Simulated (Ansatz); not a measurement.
Two isomers of CH5ClO2Si2: A = `O=C[SiH](Cl)O[SiH3]`, B = `Cl[SiH]1CO[SiH2]O1`.

Gas-phase electronic energies from Ansatz, PBE0-D4/def2-TZVP geometries. CCSD(T)/CBS adds triple-zeta CCSD(T) − MP2 to the extrapolated MP2 energy (def2 sets, frozen cores). Functionals use def2-TZVPP. One conformer a species, not always the lowest.

A:

Z-matrix (Å, degrees):
```
Si
C 1 1.919
O 1 1.608 2 107.3
Cl 1 2.049 2 105.7 3 -119.8
H 1 1.478 2 113.3 3 122.3
O 2 1.207 1 118.8 3 2.7
H 2 1.114 1 121.4 3 -178.8
Si 3 1.654 1 142.8 2 -26.4
H 8 1.481 3 109.6 1 85.8
H 8 1.482 3 110.4 1 -36.6
H 8 1.483 3 106.4 1 -155.6
```

B:

Z-matrix (Å, degrees):
```
Si
C 1 1.900
O 1 1.642 2 98.8
Cl 1 2.047 2 111.8 3 117.0
Si 1 2.766 2 65.8 3 3.3
H 1 1.476 2 116.9 3 -119.3
O 2 1.431 1 106.6 3 -7.7
H 2 1.093 1 112.3 3 -127.0
H 2 1.096 1 111.9 3 111.8
H 5 1.480 1 121.9 2 106.3
H 5 1.481 1 123.0 2 -99.1
```

Question: Which isomer does CCSD(T)/CBS put lower? Give the gap. (Estimate.)

Answer: Ansatz gave: B, by 41.6 kcal/mol.

Question: Give E(B) − E(A) in kcal/mol with B2PLYP, ωB97M-V, r2SCAN-D4, MP2/def2-TZVPP, PBE0-D4, CCSD/def2-TZVPP, CCSD(T)/def2-TZVPP. (Estimate.)

Answer: Ansatz gave: B2PLYP -39.0, ωB97M-V -41.6, r2SCAN-D4 -41.9, MP2/def2-TZVPP -42.6, PBE0-D4 -42.8, CCSD/def2-TZVPP -40.3, CCSD(T)/def2-TZVPP -40.0. None reverses the order clearly.

Largest T1 diagnostic: 0.013.

In def2-TZVPP, CCSD(T) changes the Hartree–Fock value by −3.2 kcal/mol (the triples alone add +0.3 kcal/mol) and MP2 by −5.7 kcal/mol. From PBE to PBE0 (25 % exact exchange), in def2-TZVPP and without D4, E(B) − E(A) moves by −3.8 kcal/mol.
